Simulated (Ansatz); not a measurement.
Start from `[Cl][Ga]([Br])[Br]` and change one atom or group to get `[Br][GaH][Br]`.

Ansatz, PBE0-D4/def2-TZVP geometries, multiplicity 1. 

Scalar relativity is left out up to krypton. Spin–orbit coupling is left out; it splits and shifts lone-pair levels of the heavy atoms by tenths of an eV.

```json
{"property": "zero-point energy (PBE0-D4/def2-TZVP) / kJ/mol", "`[Cl][Ga]([Br])[Br]`": "8.2"}
{"property": "LUMO energy (PBE0/def2-TZVPP) / eV", "`[Cl][Ga]([Br])[Br]`": "-2.14"}
{"property": "HOMO energy (ωB97M-V/def2-TZVPP) / eV", "`[Cl][Ga]([Br])[Br]`": "-11.04"}
{"property": "LUMO energy (ωB97M-V/def2-TZVPP) / eV", "`[Cl][Ga]([Br])[Br]`": "-0.22"}
{"property": "HOMO–LUMO gap (ωB97M-V/def2-TZVPP) / eV", "`[Cl][Ga]([Br])[Br]`": "10.83"}
{"property": "HOMO energy (B3LYP/def2-TZVPP) / eV", "`[Cl][Ga]([Br])[Br]`": "-8.55"}
```

Task: What does the change do to each property? (Best estimate.)

Result: Ansatz gave: 
```tsv
property	`[Br][GaH][Br]`	shift
zero-point energy (PBE0-D4/def2-TZVP) / kJ/mol	22.6	14.4
LUMO energy (PBE0/def2-TZVPP) / eV	-1.88	0.26
HOMO energy (ωB97M-V/def2-TZVPP) / eV	-10.70	0.34
LUMO energy (ωB97M-V/def2-TZVPP) / eV	-0.15	0.07
HOMO–LUMO gap (ωB97M-V/def2-TZVPP) / eV	10.55	-0.28
HOMO energy (B3LYP/def2-TZVPP) / eV	-8.23	0.32
```

With PBE0 the HOMO rises by 0.33 eV and the LUMO rises by 0.26 eV, so the gap narrows by about 0.07 eV. PBE moves the HOMO by 0.29 eV and ωB97M-V by 0.34 eV.

B3LYP here is the variant with VWN-RPA as its local correlation; programs differ in this.
